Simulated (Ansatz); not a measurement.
CH$_{3}$GaOS (`O=C[S][GaH2]`). Total charge 0; spin multiplicity 1.

Cartesian coordinates in Å:
```
O 1.251 -0.387 -2.391
C 0.690 -0.341 -1.342
S 0.368 1.195 -0.482
Ga -0.667 0.421 1.311
H 0.323 -1.239 -0.811
H -0.837 -1.130 1.366
H -1.129 1.481 2.349
```

**Question.** What are the harmonic wavenumbers in cm⁻¹ at PBE0-D4/def2-TZVP (Ansatz, finite differences of forces, unscaled)? (Best estimate.)

**Answer.** The calculation gave: 105, 145, 261, 354, 459, 491, 595, 714, 776, 952, 1362, 1811, 1997, 2035, 2951.

**Question.** Is this a minimum?

**Answer.** Yes, all 15 modes are real.

**Question.** Give the ideal-gas thermochemistry at 298.15 K and 1 bar (rigid rotor, harmonic oscillator; point group Cs, symmetry number 1).

**Answer.** Zero-point energy 89.8 kJ/mol; H(298) − E = 107.8 kJ/mol; entropy 329.8 J/(mol·K), of which translation 169.8, rotation 112.0, vibration 47.9; G(298) − E = 9.5 kJ/mol.

**Question.** And at 400, 500, 600, 800 and 1000 K?

**Answer.** 
| T (K) | H − E (kJ/mol) | S (J/mol/K) | G − E (kJ/mol) |
| --- | --- | --- | --- |
| 400 | 117.4 | 357.2 | -25.5 |
| 500 | 127.7 | 380.2 | -62.4 |
| 600 | 138.9 | 400.6 | -101.5 |
| 800 | 163.1 | 435.3 | -185.2 |
| 1000 | 189.2 | 464.4 | -275.2 |
